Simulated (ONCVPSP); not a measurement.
u(r) = r·R(r): atom against pseudo-atom (N (Z = 7))

Columns: radius, all-electron u(r) and pseudo u(r) of the 2p shell (level -7.09 eV) of nitrogen in the configuration [He] 2s2 2p3; PBE, non-relativistic, ONCV scheme, ONCVPSP 4.0.1.

```tsv
r (bohr)	all-electron	pseudo
0.088	0.0586	0.0224
0.175	0.1760	0.0856
0.262	0.3057	0.1819
0.350	0.4277	0.3009
0.438	0.5316	0.4279
0.525	0.6145	0.5483
0.612	0.6790	0.6527
0.700	0.7263	0.7349
0.788	0.7575	0.7906
0.875	0.7748	0.8203
0.962	0.7809	0.8283
1.050	0.7779	0.8195
1.138	0.7676	0.7994
1.225	0.7519	0.7732
1.312	0.7322	0.7444
1.400	0.7092	0.7150
1.487	0.6844	0.6865
1.575	0.6579	0.6584
1.662	0.6309	0.6310
1.750	0.6033	0.6033
1.838	0.5757	0.5757
1.925	0.5487	0.5487
2.012	0.5222	0.5222
2.100	0.4960	0.4960
2.188	0.4706	0.4706
2.275	0.4464	0.4464
```

**Question.** How many radial nodes do the two functions have?

**Answer.** The all-electron 2p function has n − l − 1 = 0; the pseudo-wave has 0.

**Question.** At about which radius was the pseudo-wave matched?

**Answer.** 1.75 bohr. The columns agree to 0.0005 from 1.57 bohr on; several derivatives are matched, so the curves merge somewhat inside the radius.

**Question.** Where does each function peak?

**Answer.** Outermost all-electron maximum near 0.96 bohr, pseudo maximum near 0.96 bohr (to the table’s step).

**Question.** Is the pseudo-wave norm-conserving?

**Answer.** Yes: the ONCV scheme keeps the norm inside the radius equal to the all-electron one, which fixes the energy derivative of the logarithmic derivative at the level.
